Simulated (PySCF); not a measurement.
# Correlation energy of Ga⁺ (gallium, charge +1)

[Ar] 3d10 4s2, closed-shell 1S. Computed with PySCF 2.14 in def2-TZVP (6s5p4d1f, 48 functions), with no relativity, point nucleus. Frozen: [Ar] 3d10; 2 electrons correlated.

Total MP2 correlation energy: -26.42 mhartree.

Same-spin part 0.00 and opposite-spin part -26.42 mhartree; SCS-MP2 scales them by 1/3 and 6/5 to -31.71 mhartree.

With two correlated electrons CCSD is exact within the correlated space (frozen core and kept virtual orbitals).

```json
{"level": "CCSD", "correlation energy (mhartree)": "-37.25"}
```

Diagnostics: T1 = 0.0066, D1 = 0.0093, largest double amplitude 0.100.

Question: Is a single reference adequate?

Answer: Mostly. T1 lies below 0.03, but a double amplitude of this size points to a near-degeneracy that CCSD handles and MP2 describes poorly.
